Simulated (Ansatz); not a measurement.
Stepwise reaction of `[O]=[V]([OH])([OH])[Cl]` with hydrogen fluoride, as a gas-phase model of exchange steps in deposition or etching. ΔE in kJ/mol; ΔG adds harmonic PBE0-D4 terms to CCSD(T)/CBS, at 1 bar.

Gas-phase electronic energies from Ansatz, PBE0-D4/def2-TZVP geometries. CCSD(T)/CBS is the MP2 limit (def2-TZVPP, def2-QZVPP) plus CCSD(T) − MP2 in def2-TZVPP, frozen cores. This one scheme is used for every species. Functionals use def2-TZVPP. B3LYP here is the variant with VWN-RPA as its local correlation; programs differ in this. For V outer-core shells are correlated without core-valence functions, which leaves a few kJ/mol of doubt a bond. Scalar relativity is left out up to krypton. One conformer a species, not always the lowest.

```tsv
step	reaction	PBE-D4	B3LYP-D4	ωB97M-V	CCSD(T)/CBS	ΔG(600 K)
1	`[O]=[V]([OH])([OH])[Cl]` + H–F → `[O]=[V]([OH])([F])[Cl]` + H₂O	-25.9	-24.5	-24.8	-16.0	-18.2
```

Give the row of step 2, `[O]=[V]([OH])([F])[Cl]` + H–F → `[O]=[V]([F])([F])[Cl]` + H₂O. (An estimate is asked.)

Computed: 
```tsv
step	reaction	PBE-D4	B3LYP-D4	ωB97M-V	CCSD(T)/CBS	ΔG(600 K)
2	`[O]=[V]([OH])([F])[Cl]` + H–F → `[O]=[V]([F])([F])[Cl]` + H₂O	-17.5	-15.5	-16.3	-7.0	-10.2
```

By hand: ΔE of the 2 steps together at CCSD(T)/CBS.

(-16.0) + (-7.0) = -23.0 kJ/mol, or -11.5 kJ/mol a step.

In ΔE each step is higher than the one before. All are downhill at CCSD(T)/CBS. ΔG lies between -18.2 and -10.2 kJ/mol a step. PBE-D4 differs from CCSD(T)/CBS by -10.5 to -9.9 kJ/mol a step. Isolated molecules leave out the surface, adducts and barriers. Largest T1 diagnostic: 0.032.
